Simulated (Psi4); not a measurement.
Worked example: ideal-gas entropy of GeSiH3ClO (SMILES [SiH3][O][Ge][Cl])

A singlet with charge 0, relaxed at PBE-D3(BJ)/def2-SVP (density fitting) (Psi4 1.11):

```xyz
7

Si    0.2180    0.6263   -0.6615
O     0.4748   -1.0412   -0.4557
Ge    0.0596   -2.2381    0.8181
Cl   -1.0042   -0.8776    2.2521
H     0.8382    0.9988   -1.9768
H    -1.2520    0.9360   -0.6964
H     0.8786    1.4046    0.4410
```

Harmonic wavenumbers in cm⁻¹: 87, 105, 111, 226, 365, 497, 688, 699, 889, 907, 919, 952, 2171, 2180, 2185.

Masses in u: Si 28.085, O 15.999, Ge 72.63, Cl 35.45, H 1.008. Take T = 298.15 K, p = 1 bar, R = 8.3145 J/(mol K), kT/hc = 207.22 cm⁻¹, rigid rotor and harmonic oscillator.

Q: Work out S° at 298 K.

A: 
1. Translation (Sackur–Tetrode): S = R[3/2 ln M + 5/2 ln T − 1.1517] with M = 155.188 gives 171.8 J/(mol K).
2. Rotation: principal moments 138.358, 268.163, 400.420 u Å² give A, B, C = 0.1218, 0.0629, 0.0421 cm⁻¹; the symmetry number is σ = 1; q = (√π/σ)√((kT/hc)³/ABC) = 294396; S = R(ln q + 3/2) = 117.2.
3. Vibration: with u = ν̃/207.22, each mode gives R[u/(eᵘ − 1) − ln(1 − e⁻ᵘ)]; the sum is 63.5, most from 87 cm⁻¹ (15.6), 105 cm⁻¹ (14.1), 111 cm⁻¹ (13.6).
4. Spin: R ln 1 = 0.0.
5. Sum: 171.8 + 117.2 + 63.5 + 0.0 = 352.5 J/(mol K).

No measured value is set beside it here. Where a soft mode is a torsion, a harmonic oscillator describes it poorly.
